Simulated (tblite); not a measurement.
Start geometry of `c1(P[SiH3])ccc(cc1)F` from a force field or distance geometry (Å):
```
atom  x, y, z in Å
F1    -3.7926    0.7240    0.1145
C2    -2.5292    0.3789    0.3029
C3    -2.0247   -0.7861   -0.2760
C4    -0.7030   -1.1443   -0.0827
C5     0.1413   -0.3602    0.7251
P6     1.8675   -0.8334    1.0014
Si7    2.8681    0.3412   -0.6103
C8    -0.3720    0.8053    1.3198
C9    -1.7048    1.1651    1.1106
H10   -2.6941   -1.3925   -0.8887
H11   -0.3397   -2.0665   -0.5410
H12    1.8796   -2.0818    0.3382
H13    4.2889   -0.0644   -0.6642
H14    2.2142    0.0365   -1.9060
H15    2.7636    1.7953   -0.2947
H16    0.2436    1.4274    1.9627
H17   -2.1137    2.0676    1.5718
```

Question: What comes out of this run: GFN2-xTB geometry optimisation, gas phase (tblite)?

Answer: 
```
atom  x, y, z in Å
F1    -3.7415    0.7645    0.0781
C2    -2.4653    0.3788    0.2927
C3    -2.0192   -0.8049   -0.2660
C4    -0.7105   -1.1928   -0.0484
C5     0.1434   -0.4044    0.7163
P6     1.8730   -0.8673    1.0413
Si7    2.7940    0.3693   -0.5871
C8    -0.3387    0.7762    1.2777
C9    -1.6424    1.1785    1.0661
H10   -2.6912   -1.4042   -0.8606
H11   -0.3486   -2.1169   -0.4768
H12    1.8470   -2.0487    0.3062
H13    4.1965   -0.0335   -0.6633
H14    2.1414    0.1742   -1.8844
H15    2.6601    1.7686   -0.1830
H16    0.3204    1.3812    1.8846
H17   -2.0254    2.0934    1.4902
```

The energy falls by 10.2 kJ/mol over 59 L-BFGS steps, the largest force on an atom goes from 1.75 to 0.010 eV/Å, and the atoms move by 0.089 Å rms after alignment. The bond that changes most is Si7–H15 (SiH3 silicon to Si–H hydrogen), which shortens by 0.029 Å. Bonds longer at the end by more than 0.005 Å: 3 of 17; shorter: 12. Among the angles that change most is P6–Si7–H14, from 109.0° to 112.7°. Rotational constants go from 2894, 553.1, 541.4 to 2839, 570.5, 555.5 MHz. The orientation of the end geometry is arbitrary; only internal coordinates are fixed.

Its GFN2-xTB frequencies are all real (lowest 36 cm⁻¹). One conformer, not necessarily the lowest. 2 starts were optimised and ended at 0.00 and 0.05 kcal/mol (GFN2-xTB); the lowest of these is shown.

These are computed values.
